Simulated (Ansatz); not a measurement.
Cost and result for the atomization energy of C₂H₄BFO₂, SMILES `B/C(O)=C(\O)F` (10 atoms, 9 bonds).

Cartesian coordinates in Å:
```
B -0.8975 -0.8962 -0.2636
C -0.2607 0.4035 0.0974
O -0.9353 1.5706 0.3815
C 1.1016 0.4968 0.1657
O 1.9872 -0.4477 -0.0534
F 1.6936 1.6158 0.4780
H -2.0878 -1.0034 -0.3301
H -0.2266 -1.8683 -0.4970
H -1.8732 1.3832 0.3022
H 1.4987 -1.2545 -0.2806
```

The species carries charge 0 and has multiplicity 1. Geometry: relaxed with PBE0-D4/def2-TZVP. It is one conformer, not always the lowest. Program: Ansatz. All runs use 4 threads of an AMD EPYC 7B13 on a shared host. Times are those of one run each, without the atoms' runs, and a repeat can differ threefold. Electronic energies, without spin–orbit coupling; frozen cores. CCSD(T)/CBS adds CCSD(T) − MP2 in def2-TZVPP to the MP2 limit, and its time is that of the two runs behind it. T1 = 0.014. B3LYP takes the VWN-RPA correlation (the form of Gaussian; ORCA's B3LYP/G).

CCSD(T)/CBS is a level of theory with its own doubt, some kJ/mol a heavy atom from the limit and from the frozen cores, so smaller differences don't rank the functionals.

| level | functions | wall time |
| --- | --- | --- |
| PBE-D4/def2-TZVPP (with forces) | 242 | 2.2 s |
| PBE0-D4/def2-TZVPP | 242 | 2.4 s |
| r2SCAN-D4/def2-TZVPP (with forces) | 242 | 3.5 s |
| B3LYP-D4/def2-TZVPP (with forces) | 242 | 3.5 s |
| B2PLYP/def2-TZVPP | 242 | 4.5 s |
| ωB97X-V/def2-TZVPP | 242 | 5 s |
| ωB97M-V/def2-TZVPP (with forces) | 242 | 7 s |
| MP2/def2-QZVPP | 462 | 21 s |
| CCSD(T)/def2-TZVPP | 242 | 2.5 min |
| CCSD(T)/CBS(def2) | – | 2.8 min |

(1) What atomization energy does each give, and how far from CCSD(T)/CBS? (Estimate.)

## Answers

(1) Computed: 
```csv
level,atomization (kcal/mol),difference from CCSD(T)/CBS,per bond
PBE-D4/def2-TZVPP (with forces),1004.3,46.2,5.1
PBE0-D4/def2-TZVPP,970.7,12.6,1.4
r2SCAN-D4/def2-TZVPP (with forces),972.9,14.8,1.6
B3LYP-D4/def2-TZVPP (with forces),962.6,4.5,0.5
B2PLYP/def2-TZVPP,953.0,-5.1,-0.6
ωB97X-V/def2-TZVPP,962.6,4.5,0.5
ωB97M-V/def2-TZVPP (with forces),966.8,8.7,1.0
MP2/def2-QZVPP,980.6,22.5,2.5
CCSD(T)/def2-TZVPP,931.2,-26.9,-3.0
CCSD(T)/CBS(def2),958.1,0.0,0.0
```

The D4 term adds +6.7 kcal/mol with B3LYP and +3.5 kcal/mol with PBE0; it sums over pairs of atoms, weighted by their polarisabilities, and B3LYP, whose exchange is more repulsive, gets the larger term. From PBE to PBE0 (25 % exact exchange), in def2-TZVPP and without D4, the atomization energy moves by −33.0 kcal/mol: exact exchange takes away binding that semilocal exchange gives to molecules. In def2-TZVPP, CCSD(T) changes the Hartree–Fock value by +267.2 kcal/mol (the triples alone add +20.3 kcal/mol) and MP2 by +300.6 kcal/mol; breaking electron pairs costs correlation energy, which Hartree–Fock lacks.
